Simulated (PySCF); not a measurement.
C₂H₈N₂Si₂.
Atom-mapped SMILES: `[CH2:1]=[CH:2][SiH:3]1[NH:4][SiH2:5][NH:6]1` (hydrogens: H7, H8 on C1; H9 on C2; H10 on Si3; H11 on N4; H12, H13 on Si5; H14 on N6)

Level of theory: core-valence-separated Tamm–Dancoff BHandHLYP/aug-pcX-1 (pcseg-1 on H, def2-SVPD on Si) in PySCF, non-relativistic, gas phase, PBE0-D3(BJ)/def2-SVP geometry.

Computed nitrogen K-edge spectrum, Gaussian lines of 0.5 eV full width, highest printed point 100; it ends one width below the last computed root. Absolute energies from this functional tend to lie a few eV below measured edges; no shift was applied.

(photon energy (eV), absorption): (397.9, 0), (398.0, 0), (398.1, 1), (398.2, 2), (398.3, 3), (398.4, 5), (398.5, 7), (398.6, 7), (398.7, 6), (398.8, 5), (398.9, 6), (399.0, 12), (399.1, 26), (399.2, 47), (399.3, 71), (399.4, 91), (399.5, 100), (399.6, 98), (399.7, 89), (399.8, 75), (399.9, 59), (400.0, 45), (400.1, 37), (400.2, 39), (400.3, 48), (400.4, 59)

Where are the maxima, and which lines make them up?

2 maxima:
- 398.6 eV: N4 (nitrogen bridging silicon atoms), 398.62 eV, f = 0.003, 64 % of the height at the exact maximum; N6 (nitrogen bridging silicon atoms), 398.50 eV, f = 0.002, 36 % of the height at the exact maximum
- 399.5 eV: N4/N6 (nitrogen bridging silicon atoms), 399.39 eV, f = 0.033, sum of 2, 45 % of the height at the exact maximum; N6 (nitrogen bridging silicon atoms), 399.55 eV, f = 0.021, 36 % of the height at the exact maximum; N4 (nitrogen bridging silicon atoms), 399.82 eV, f = 0.028, 19 % of the height at the exact maximum

Further lines of some strength in the range: N6, 400.39 eV, f = 0.011.

Roots within 0.03 eV on the same or equivalent atoms count as one line; shares under 12 % aren't listed.

Vibrational structure and lifetime widths aren't in the curve. The ionisation threshold wasn't computed; near and above it a finite basis only mimics Rydberg series and continuum.

Time: 18 s wall; peak memory 0.90 GiB. Hardware: an Arm Neoverse V2 with one thread, no GPU (shared host).

The values belong to the conformer `[CH2:1]=[CH:2][SiH:3]1[NH:4][SiH2:5][NH:6]1`: C1–C2–Si3–N4 4°.
